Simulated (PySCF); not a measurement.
**Computed properties of H₉N₃Si₂, SMILES N([SiH2]N)[SiH2]N**

H₉N₃Si₂, SMILES [SiH2](N)N[SiH2]N. Geometry optimised at B3LYP-D3(BJ)/def2-SVP. Other conformers were not sampled. All values are computed for the isolated molecule unless a solvent is named; none is compared with measurement here.

**Structure.** The optimised structure has Cs symmetry. All 36 harmonic modes at B3LYP-D3(BJ)/def2-SVP (PySCF) are real, so it is a minimum. With heavy atoms numbered as in [NH2:1][SiH2:2][NH:3][SiH2:4][NH2:5], the shortest bond between them is N1–Si2 at 1.732 Å and the longest N3–Si4 at 1.740 Å.

**Vibrations.** The strongest infrared lines (harmonic, unscaled, degenerate partners summed) lie at 929 cm⁻¹ (700 km/mol, H 74 %, Si 18 %, N 8 %), 1204 cm⁻¹ (328 km/mol, H 63 %, N 33 %), 373 cm⁻¹ (317 km/mol, H 78 %, N 19 %). The softest mode is at 52 cm⁻¹ and the zero-point energy is 64.7 kcal/mol.

**Electronic structure.** B3LYP/def2-TZVP (PySCF) places the frontier levels at -7.02 and 0.37 eV, a gap of 7.39 eV, and gives a dipole moment of 1.96 D and a mean polarisability of 73.9 bohr³. PBE/def2-TZVP (PySCF) at the same geometry gives -5.84 and -0.15 eV, so its gap is 1.70 eV narrower. An orbital gap is neither the optical nor the fundamental gap.

**Excitations.** TDA-PBE0/def2-SVPD (PySCF) has S1 at 6.44 eV (193 nm, f = 0.023, weak); the most intense of the 10 singlets computed lies at 7.23 eV (f = 0.17). T1 (TDA) is at 6.10 eV, 0.34 eV under S1. TDA-PBE/def2-SVPD (PySCF) puts S1 at 5.61 eV. No vertical singlet excitation falls in the visible range (under 3.1 eV).

**NMR.** GIAO shifts at PBE0/pcSseg-1 (PySCF) (non-relativistic, atoms alike by connectivity averaged): ¹H from 0.7 to 5.1 ppm against TMS; ²⁹Si at -38.8 ppm against TMS.

**Solvation.** SMD-ωB97X/6-31G* (PySCF) gives -2.7 kcal/mol in water, -4.2 kcal/mol in chlorobenzene, -4.8 kcal/mol in cyclohexanone (1 M in both phases, gas-phase geometry); of these solvents cyclohexanone holds the molecule best.
